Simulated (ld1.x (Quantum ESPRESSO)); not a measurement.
Results of a calculation; reference values are marked as such.
## Potentials for tin (Sn) compared

Generated with ld1.x 7.5 (TM, RRKJ, ultrasoft, PAW), atompaw 4.2 or ONCVPSP 4.0.1. The cutoff is in Ry: for ld1.x and atompaw files where the sum of valence levels is converged to 10 mRy in a Bessel basis, for ONCV files where the hardest occupied wave has 1 mHa per electron of residual kinetic energy. The error is the largest all-electron minus pseudo excitation energy over each file’s own four to seven test configurations (ionisations up to +4, promotions, holes and added fractions of an electron), all of which were solved. The labels leave out finer settings (local radius, basis sizes, second energies), which also bear on the numbers. Spin-polarised tests are not counted. The rows are a selection from randomly drawn settings: files with unsolved tests, undetermined cutoffs or missed reference levels are left out.

A true bound ghost makes a file unfit for plane-wave use even where its test errors are small: the radial tests pick states by their node count and pass the ghost by.

```csv
potential,cutoff (Ry),largest error (meV),bound ghosts
"PAW, PBE, scalar-relativistic, rc 1.45/1.35/2.00 (spd), local smoothed, core correction yes, reference 4s2 4p6 4d10 5s2 5p2",70,+16,none
"ultrasoft, PBE, fully relativistic, rc 2.50/2.75/1.65/2.35 (spdf), local smoothed, core correction yes, reference 4d10 5s1 5p3",45,-119,none
"TM, PBEsol, scalar-relativistic, rc 2.10/1.95/1.85 (spd), local s, core correction no, reference 5s2 5p1",25,+84,d
```

(1) Fill in the row for Sn: TM semilocal, LDA (PZ), scalar-relativistic, rc 1.80/1.90/1.35 (spd), local d, core correction no, reference 4d10 5s2 5p1.5.

(2) Fill in the row for Sn: TM, LDA (PZ), scalar-relativistic, rc 2.05/2.30 (sp), local smoothed, core correction no, reference 5s1.75 5p2.25.

## Answers

(1) cutoff 90 Ry, largest error -138 meV, bound ghosts: none.

(2) cutoff 21 Ry, largest error +37 meV, bound ghosts: s, d.
